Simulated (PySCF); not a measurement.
**Exercise with solution: dipole moment from atomic charges**

Al(F)2(vinyl) (C₂H₃AlF₂), SMILES C=[CH][Al]([F])[F]. Atoms are numbered in the order given.

```xyz
8

Al     0.0365     0.4810     0.0000
F      0.9715     1.8506     0.0000
F     -1.6103     0.6896     0.0000
C      0.7622    -1.2966     0.0000
C     -0.0537    -2.3656     0.0000
H      1.8444    -1.4818     0.0000
H      0.3260    -3.3954     0.0000
H     -1.1455    -2.2643     0.0000
```

Coordinates come from a B3LYP-D3(BJ)/def2-SVP optimisation. The values are those of a single conformer.

Charges (e) from PBE/def2-TZVP run with PySCF:

```tsv
atom	Mulliken	IAO
Al1	0.685	1.386
F2	-0.308	-0.547
F3	-0.311	-0.551
C4	-0.235	-0.520
C5	-0.230	-0.244
H6	0.132	0.165
H7	0.124	0.155
H8	0.143	0.155
```

The dipole moment of the full density is 2.44 D.

Task: What dipole moment does each set of point charges give, and which comes closer to that of the density?

Result: 
μ = Σ q r, and 1 e Å = 4.8032 D.
Mulliken: Σ q r = (0.180, -0.547, 0.000) e Å, |μ| = 2.76 D.
IAO: Σ q r = (0.201, -0.596, 0.000) e Å, |μ| = 3.02 D.
Mulliken comes closer in size. Point charges leave out the atoms' own dipoles (lone pairs, polarised bonds); fits to the potential absorb them, partitions of the density don't.
